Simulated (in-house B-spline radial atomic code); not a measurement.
## RPA and G0W0 on B3LYP (VWN-RPA): Nb8+

Configuration [Ar] 3d10 4s2 4p3, highest spin, mean-field start B3LYP (VWN-RPA). Computed with an all-electron radial atomic-structure program (B-spline basis): all electrons, non-relativistic, point nucleus, each spin shell either full or empty, empty states to l = 9 with an (l + 1/2)⁻⁴ tail; G0W0 by contour deformation at full frequency.

Without relativity these are model numbers: it shifts the levels of so heavy an element strongly and can reorder them.

Command:
```bash
python run_gw.py task.json out
```
Settings (radii: box in bohr, nucleus in fm):
```
Z                        41
electrons                33
configuration            [Ar] 3d10 4s2 4p3
hamiltonian              nr
method                   b3lyp
lmax                     9
spin_polarised           True
box_radius               7.7
intervals                50
```

Run time, properties included: 3.9 s on 1 thread of Arm Neoverse N1, with other jobs on the host.

Energies (hartree):

```json
{"term": "mean-field total", "value": "-3737.44491"}
{"term": "Hartree-Fock functional on these orbitals", "value": "-3735.77741"}
{"term": "direct second order", "value": "-2.7344"}
{"term": "second-order exchange", "value": "0.80096"}
{"term": "SOSEX correction", "value": "0.75048"}
```

(1) What is the RPA correlation energy, and what remains with SOSEX?

Quasi-particle levels (eV):

```tsv
level	occupied	mean field	Σx - vxc	Σc	QP weight	G0W0
4p up	yes	-152.37	-7.32	?	?	?
4s down	yes	-171.17	-3.78	-3.36	0.968	-178.31
3d down	yes	-336.29	-21.64	4.90	0.954	-353.03
4p down	no	-143.73	9.67	-3.08	0.966	-137.14
```

G0W0 = mean field + (Σx - vxc) + Σc, with Σc (partial-wave tail included) taken at the quasi-particle energy. Only the outer levels were computed. Levels of low weight are left out.

(2) Where does G0W0 put 4p up?

## Answers

(1) RPA gives -2.4562 hartree (-2.03 eV per electron); RPA + SOSEX gives -1.7058, and the second-order doubles -1.9334 hartree (no singles). RPA lacks exchange-type terms and so overcorrelates at short range.

(2) At -160.32 eV, with Σc = -0.63 eV and a quasi-particle weight of 0.966. The tabulated removal energy is 159.2 ± 0.7 eV (NIST, semi-empirical); the calculation leaves out relativity, Breit and QED terms, and what these don't explain is the method's own error.
